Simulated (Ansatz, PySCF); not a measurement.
Ge(H)2(vinyl)(NH2) (C2H7GeN), SMILES [GeH2]([NH2])[CH]=C. Atoms are numbered in the order given.

```xyz
11

Ge    -0.2709     0.4668    -0.0132
N     -1.9254    -0.2685     0.3177
C      1.1141    -0.8133    -0.4961
C      2.1875    -1.0362     0.2686
H     -0.4933     1.4727    -1.1589
H      0.1942     1.1708     1.2761
H     -1.9154    -1.0307     0.9911
H     -2.4090    -0.5904    -0.5169
H      1.0035    -1.3857    -1.4267
H      2.3490    -0.4939     1.2081
H      2.9595    -1.7656    -0.0036
```
Charge 0, spin multiplicity 1.

Geometry: PBE0-D3(BJ)/def2-SVP. One conformer was computed; it need not be the lowest.

Two levels are set side by side: PBE-D3(BJ)/def2-SVP (Ansatz, an electronic-structure program) and PBE0-D3(BJ)/def2-SVP (Ansatz). Each level has its own optimised geometry; the coordinates shown are those of the second. Frequencies come from the Hessian of PySCF at each geometry. Differences are taken from unrounded values.

```
quantity                            PBE0-D3(BJ)  PBE-D3(BJ)  PBE-D3(BJ) minus PBE0-D3(BJ)
----------------------------------  -----------  ----------  ----------------------------
mean bond length (Å)                      1.353       1.365                         0.012
bond Ge1–N2 (Å)                           1.841       1.864                         0.023
bond Ge1–C3 (Å)                           1.947       1.960                         0.013
bond C3–C4 (Å)                            1.337       1.347                         0.010
bond Ge1–H5 (Å)                           1.541       1.553                         0.012
bond Ge1–H6 (Å)                           1.541       1.553                         0.012
bond N2–H7 (Å)                            1.017       1.028                         0.011
bond N2–H8 (Å)                            1.017       1.028                         0.011
bond C3–H9 (Å)                            1.098       1.106                         0.008
bond C4–H10 (Å)                           1.097       1.105                         0.008
bond C4–H11 (Å)                           1.096       1.105                         0.008
highest harmonic wavenumber (cm⁻¹)         3667        3522                          -145
mean harmonic wavenumber (cm⁻¹)            1364        1317                           -47
zero-point energy (kcal/mol)              52.64       50.84                         -1.80
```

GGA bonds tend to be longer and softer than those of functionals with exact exchange. Differences between two approximate levels are no errors against the true value.
